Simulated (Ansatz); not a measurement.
**SiHBr (SMILES [SiH]Br): the energy, rung by rung**

SiHBr has 3 atoms, charge 0, and is taken as a singlet. SMILES: `[SiH]Br`. The coordinates come from a PBE0-D4/def2-TZVP relaxation.

```xyz
3

Si   -0.6247    0.5219   -0.2961
Br    1.3409    0.4015    0.7814
H    -0.7271   -0.9883   -0.4986
```

Each level gives the energy change with the Si1–Br2 bond stretched from 2.245 to 2.806 Å (eV). The values are calculated.

```json
{"level": "PBE0/STO-3G (restricted)", "kind": "global hybrid", "program": "Ansatz", "value (eV)": "1.72", "less FCI/STO-3G": "+0.11"}
{"level": "r2SCAN0/STO-3G (restricted)", "kind": "hybrid meta-GGA", "program": "Ansatz", "value (eV)": "1.75", "less FCI/STO-3G": "+0.14"}
{"level": "CAM-B3LYP/STO-3G (restricted)", "kind": "range-separated hybrid", "program": "Ansatz", "value (eV)": "1.77", "less FCI/STO-3G": "+0.16"}
{"level": "wB97M-V/STO-3G (restricted)", "kind": "range-separated hybrid", "program": "Ansatz", "value (eV)": "1.83", "less FCI/STO-3G": "+0.22"}
{"level": "B2PLYP/STO-3G (restricted)", "kind": "double hybrid", "program": "Ansatz", "value (eV)": "1.65", "less FCI/STO-3G": "+0.04"}
{"level": "MP2/STO-3G (restricted)", "kind": "perturbation theory", "program": "Ansatz", "value (eV)": "1.76", "less FCI/STO-3G": "+0.15"}
{"level": "CCSDT(Q)/STO-3G (restricted)", "kind": "coupled cluster or CI", "program": "Ansatz", "value (eV)": "1.60", "less FCI/STO-3G": "-0.01"}
{"level": "CCSDTQ/STO-3G (restricted)", "kind": "coupled cluster or CI", "program": "Ansatz", "value (eV)": "1.61", "less FCI/STO-3G": "0.00"}
{"level": "FCI/STO-3G", "kind": "exact in the basis", "program": "Ansatz", "value (eV)": "1.61", "less FCI/STO-3G": "0.00"}
```

FCI/STO-3G is exact within its basis and frozen core, so for wave-function methods in that basis the difference is their error; functionals converge differently with the basis, so for them it is only a difference. All-electron rows without a relativistic Hamiltonian named are non-relativistic. The first shape isn't each level's own minimum. The values span 1.60 to 1.83 eV. All rows use very small basis sets, so none should be taken for the real molecule's value. In the correlated wave-function rows the outer d shell of Br is correlated, in sets not made for it.
